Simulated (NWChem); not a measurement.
# CH6O2Si2; SMILES O=C([SiH3])[SiH2]O

```xyz
11

O     -1.4752     0.1042    -0.4444
C     -0.3023     0.3430    -0.1406
Si     0.2849     2.2035    -0.0657
Si     0.7549    -1.2660     0.2142
O     -0.3964    -2.4524    -0.0418
H      1.7373     2.2760     0.3202
H     -0.5578     2.9205     0.9510
H      0.0781     2.8153    -1.4224
H      1.2817    -1.2418     1.6233
H      1.9152    -1.3466    -0.7402
H     -1.2261    -1.9765    -0.2853
```
Atoms are numbered in this order, from 1.

Program: NWChem. Pople sets run with spherical d functions. All runs use the structure optimised with PBE-D3(BJ)/def2-SVP. B3LYP is NWChem's, with the RPA form of VWN correlation. Static field.

| level | isotropic polarisability (bohr³) | anisotropy (bohr³) |
|---|---|---|
| PBE/6-31+G* | 75.9 | 30.3 |
| B3LYP/6-31+G* | ___ | ___ |
| LDA (Slater exchange, VWN5)/6-31+G* | 77.3 | 31.1 |
| CAM-B3LYP/6-31+G* | 68.9 | 20.7 |

Problem. Some entries are withheld; supply them.

Solution. 
- B3LYP/6-31+G*, isotropic polarisability (bohr³): 71.2
- B3LYP/6-31+G*, anisotropy (bohr³): 24.2
